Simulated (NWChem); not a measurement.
Molecule: C3H2F2; SMILES C=C=C(F)F

```xyz
7

C      0.0000     0.0000     2.1824
C      0.0000     0.0000     0.8751
C      0.0000     0.0000    -0.4311
F      0.0000     1.0799    -1.1819
F      0.0000    -1.0799    -1.1819
H     -0.9346     0.0000     2.7576
H      0.9346     0.0000     2.7576
```
Atoms are numbered in this order, from 1.

Program: NWChem. All runs use the structure optimised with PBE0/def2-SVP. Ions are spin-unrestricted doublets at the neutral geometry; other ion states weren't tried. Functional: LC-ωPBE (HJS hole) with def2-SVP; the question gives the range parameter ω in 1/bohr.

### Question
What does the run give for range parameter (1/bohr) 0.40? Quantities: vertical ionisation energy, ΔSCF (eV); −ε(HOMO) (eV).

### Answer
```yaml
vertical ionisation energy, ΔSCF (eV): 9.87
"−ε(HOMO) (eV)": 10.02
```
